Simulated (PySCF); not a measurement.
Species: C6H7GeN.
Cartesian coordinates in Å at the PBE0-D3(BJ)/def2-SVP level; atoms count from 1:
```xyz
15
C6H7GeN angstrom
C      3.2649   -1.3622   -1.0977
C      2.2961   -1.3026   -0.3659
Ge     0.7956   -1.2048    0.7869
N     -0.3973    0.0047    0.0338
C     -1.7638   -0.1565   -0.0325
C     -2.3165    0.9841   -0.5685
C     -1.2447    1.8799   -0.8410
C     -0.0821    1.2506   -0.4576
H      4.1197   -1.4110   -1.7497
H      0.0528   -2.5410    0.8597
H      1.2478   -0.7036    2.1638
H     -2.2378   -1.0774    0.3036
H     -3.3757    1.1533   -0.7540
H     -1.3172    2.8742   -1.2782
H      0.9524    1.5860   -0.5121
```

Linear response at CAM-B3LYP/def2-SVPD (PySCF, frozen core in the response, non-relativistic). Relativistic effects, spin–orbit coupling among them, are left out although an element past zinc is present.

Static isotropic polarisability: 101.44 au (15.03 Å³), principal values 75.9, 101.7, 126.7 au.

(1) What is the polarisability at 1064 nm and at the sodium D line?

(2) What is the isotropic C6 coefficient between two such molecules, C6 = (3/π)∫α(iω)² dω?

(3) Which effective excitation energy ω̄ makes London's formula C6 = (3/4)α²ω̄ exact here?

(4) What molar refraction at the D line follows from R = (4π/3)·N_A·α′, with α′ the polarisability volume?

(5) What three-body coefficient follows from the one-pole estimate C9 = (3/4)·α·C6?

(6) The lowest 10 singlets have (eV, f): 5.36, 0.000; 5.92, 0.015; 5.99, 0.003; 6.13, 0.000; 6.14, 0.001; 6.29, 0.015; 6.34, 0.003; 6.36, 0.041; 6.44, 0.039; 6.69, 0.074. What share of the static polarisability do they carry in the sum over states α = Σ f/ω²?

(7) How many electrons N does the Slater–Kirkwood formula C6 = (3/4)·√N·α^(3/2) need to give this C6?

## Answers

(1) 102.56 au at 1064 nm (+1.1 %), 105.22 au at 589.3 nm (+3.7 %). The rise at 589.3 nm is 3.39 times that at 1064 nm; a pure ω² law gives 3.26. The lowest singlet lies at 231 nm, shorter than both wavelengths.

(2) 3736 au (Eh·bohr⁶) by a ten-point quadrature over imaginary frequencies, which is 2230 eV·Å⁶ or 215 J·nm⁶/mol.

(3) ω̄ = 4·C6/(3α²) = 0.484 Eh = 13.2 eV. A one-pole form α(ω) = α/(1 − ω²/ω̄²) fitted to the 1064 nm value gives 11.2 eV. London's choice of the ionisation energy (8.06 eV, ΔSCF at the same level) gives C6 = 2290 au, 39 % too low.

(4) α′ = 15.59 Å³ gives R = 39.33 cm³/mol, for isolated, non-vibrating species.

(5) 284000 au. This is an estimate from the two numbers above, not a computed integral.

(6) 3.43 au, 3.4 % of α; the largest term, 1.22 au, is that of the state at 6.69 eV. Their oscillator strengths add up to 0.19. Higher states carry the rest.

(7) N = (4·C6/3)²/α³ = 23.8; the species has 82 electrons in all.

One conformer stands for the species.
